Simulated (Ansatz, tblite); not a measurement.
Removing and adding an electron: Ge3Se3. Charge 0, multiplicity 1. Geometry: PBE0-D4/def2-SVP. Ansatz, gas phase; energy differences of separate SCF runs; the oxidised species was run as a doublet alone; the reduced species was run as a doublet alone.

Cartesian coordinates in Å:
```
Ge 1.452 0.647 -0.250
Ge -0.542 -0.484 2.365
Ge -1.152 -0.378 -1.058
Se 0.572 0.510 -2.490
Se -0.827 1.404 0.883
Se 0.497 -1.698 0.551
```

The xTB rows come from tblite. The structure comes from a short search, and lower isomers may exist.

(1) Estimate orbital energies and vertical ionisation energies and electron affinities at: GFN1-xTB; GFN2-xTB; PBE-D4/def2-TZVP; PBE-D4/def2-TZVPD; r2SCAN-D4/def2-TZVP; r2SCAN-D4/def2-TZVPD; PBE0-D4/def2-TZVP; PBE0-D4/def2-TZVPD.

Results:

(1) 
| level | −HOMO (eV) | vertical IE (eV) | −LUMO (eV) | vertical EA (eV) | HOMO–LUMO gap (eV) | IE − EA (eV) | remarks |
| --- | --- | --- | --- | --- | --- | --- | --- |
| GFN1-xTB | 9.18 | 11.48 | 7.41 | – | 1.77 | – | – |
| GFN2-xTB | 10.42 | 12.70 | 8.70 | 6.31 | 1.71 | 6.39 | – |
| PBE-D4/def2-TZVP | 5.46 | 7.73 | 3.57 | – | 1.89 | – | – |
| PBE-D4/def2-TZVPD | 5.48 | – | 3.60 | 1.51 | 1.88 | – | HOMO above zero (-1 doublet) |
| r2SCAN-D4/def2-TZVP | 5.69 | 7.86 | 3.65 | – | 2.05 | – | – |
| r2SCAN-D4/def2-TZVPD | 5.69 | – | 3.65 | 1.69 | 2.04 | – | HOMO above zero (-1 doublet) |
| PBE0-D4/def2-TZVP | 6.26 | 7.84 | 2.99 | – | 3.27 | – | – |
| PBE0-D4/def2-TZVPD | 6.27 | – | 3.01 | 1.65 | 3.25 | – | – |

Relaxing the reduced species (PBE0-D4/def2-SVPD) changes its energy by -0.21 eV at PBE0-D4/def2-TZVPD, so the adiabatic electron affinity to this nearest minimum is 1.86 eV. At PBE-D4/def2-TZVPD it is 1.73 eV.     A HOMO above zero means that the electron is unbound at that level or that self-interaction error raises the level; the energy of removing that electron tells which. Raw xTB energy differences between charge states are shifted by several eV; the methods need an empirical correction for them.
